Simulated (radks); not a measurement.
All-electron atom: the calcium ion Ca2+ in [He] 2s2 2p5.75 3s2 3p6 4s0.25 (fractional occupations, a model configuration).

Calculated with a radial shooting solver on a logarithmic mesh with Libxc functionals: Dirac Kohn-Sham, PBE, spin-unpolarised, spherical densities, point nucleus; open shells fill j = l - 1/2 first.

Energy parts (Ry):
part                       energy
total                 -1353.10027
kinetic                1363.89105
electron-nucleus      -3188.46825
Hartree                 541.99801
exchange-correlation    -70.52108

Orbitals (lengths in bohr, moments of r in powers of bohr; r(90%) holds 90 % of the orbital's charge):
orbital,occ.,eigenvalue (Ry),r(90%),<r^4>,<1/r>
1s1/2,2,-292.4582,0.137,0.0001624,19.74
2s1/2,2,-32.28026,0.564,0.04294,4.075
2p1/2,2,-26.66982,0.534,0.03508,4.000
2p3/2,3.75,-26.39530,0.538,0.03602,3.958
3s1/2,2,-4.78651,1.70,3.546,1.234
3p1/2,2,-3.38083,1.88,5.383,1.116
3p3/2,4,-3.35072,1.89,5.508,1.107
3d3/2,0,-1.31260,2.77,25.51,0.7993
3d5/2,0,-1.31050,2.77,25.66,0.7978
4s1/2,0.25,-1.14286,4.65,198.0,0.4123
4p1/2,0,-0.86281,5.45,371.8,0.3517
4p3/2,0,-0.85923,5.47,377.2,0.3502

The highest occupied level is 4s1/2 at -15.549 eV. The configuration is held as typed, so some empty levels lie below it. The density falls to 0.001 e/bohr^3 at r = 3.27 bohr. Summed over all electrons, <r^2> = 17.60 bohr^2, which gives a Langevin (diamagnetic) susceptibility term of -13.9 x 10^-6 cm^3/mol.
